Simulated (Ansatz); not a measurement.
A structure relaxed at PBE0-D4/def2-TZVP, charge 0, multiplicity 1:

Cartesian coordinates in Å:
```
C -0.445 0.134 -1.476
C -1.174 0.253 -0.136
Ge -0.004 1.214 1.180
C 1.283 -0.282 1.470
H 0.437 -0.507 -1.399
H -1.090 -0.292 -2.249
H -0.109 1.108 -1.849
H -1.430 -0.741 0.245
H -2.106 0.810 -0.265
H 0.785 -1.251 1.563
H 1.927 -0.334 0.583
H 1.927 -0.113 2.333
```

(1) Give its formula and SMILES.

(2) Summarise the bond lengths by kind.

Answers

(1) C3H8Ge, `C[CH2][Ge][CH3]`.

(2) 1 × C–C 1.530 Å; 8 × C–H 1.091 to 1.098 Å; 2 × C–Ge 1.995 to 2.006 Å.

Program: Ansatz 0.2.0.
